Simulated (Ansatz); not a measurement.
A nudged elastic band was laid between two geometries of AlFH3N + ClH (8 atoms, charge 0, multiplicity 1).

Theory: RKS BLYP/6-31G* in Ansatz 0.2.0.

| Property | Result |
| --- | --- |
| movable images | 7 |
| climbing image | yes |
| spring | 5.0 eV/Å² |
| optimiser | quadratic models (default) |
| start path | through a guess of the saddle point |
| force threshold | 0.03 eV/Å |
| iteration limit | 60 |
| end points | relaxed |

Image 0:

```xyz
8
Properties=species:S:1:pos:R:3
Al -0.079 -0.118 -0.265
F -0.123 0.055 1.420
H 1.322 -0.118 -0.994
N -1.635 -0.331 -1.100
H -2.554 -0.340 -0.656
H -1.726 -0.415 -2.113
Cl -0.124 3.072 2.222
H -0.112 1.766 2.058
```

Image 8:

```xyz
8
Properties=species:S:1:pos:R:3
Al -0.085 0.507 -0.145
F -0.134 0.008 1.847
H 1.344 -0.026 -0.564
N -1.592 -0.029 -0.946
H -1.654 -0.845 -1.555
H -2.499 0.431 -0.869
Cl -0.220 2.565 0.706
H -0.189 0.962 2.097
```

(1) What changes between the two ends?

(2) What energy profile does the band end with?

(3) What is the geometry of the highest image?

(4) What are the harmonic wavenumbers there?

The band took 17 iterations and roughly 5 core-minutes.

## Answers

(1) Bonds broken: Cl7–H8. Bonds formed: Al1–Cl7, F2–H8. AlFH3N + ClH becomes AlClFH4N.

(2) The run converged. The highest image is number 5 of 0 to 8, 30.0 kJ/mol above the first end and 16.9 kJ/mol above the last; the last end lies 13.1 kJ/mol above the first. A vibrational analysis at the climbing image gives one clearly imaginary mode, 259i cm⁻¹: a first-order saddle point. The orbitals stay closed-shell, which can raise the energy where a bond breaks towards radicals; this wasn't checked here.

| image | path coordinate (Å) | energy (kJ/mol) | Cl7–H8 (Å) | Al1–Cl7 (Å) | F2–H8 (Å) |
| --- | --- | --- | --- | --- | --- |
| 0 | 0.00 | 0.0 | 1.32 | 4.05 | 1.83 |
| 1 | 0.58 | 1.0 | 1.32 | 3.62 | 1.82 |
| 2 | 1.16 | 4.4 | 1.33 | 3.11 | 1.79 |
| 3 | 1.75 | 19.2 | 1.42 | 2.57 | 1.46 |
| 4 | 2.33 | 25.6 | 1.98 | 2.28 | 1.01 |
| 5 | 2.91 | 30.0 | 2.05 | 2.26 | 1.00 |
| 6 | 3.43 | 25.6 | 2.12 | 2.24 | 0.99 |
| 7 | 3.94 | 17.0 | 2.16 | 2.23 | 0.99 |
| 8 | 4.46 | 13.1 | 2.12 | 2.23 | 0.99 |

(3) 
```xyz
8
Properties=species:S:1:pos:R:3
Al -0.052 0.492 -0.178
F -0.224 -0.070 1.739
H 1.426 0.102 -0.583
N -1.546 -0.111 -0.990
H -2.194 -0.756 -0.532
H -2.071 0.472 -1.645
Cl -0.118 2.542 0.771
H -0.251 0.902 1.988
```

(4) 259i, 157, 183, 218, 284, 325, 412, 526, 582, 669, 692, 773, 897, 1571, 1948, 2885, 3444, 3526 cm⁻¹.

The run took 2.6 min on 2 threads of Arm Neoverse V1, on a shared host, peak memory 0.14 GiB.
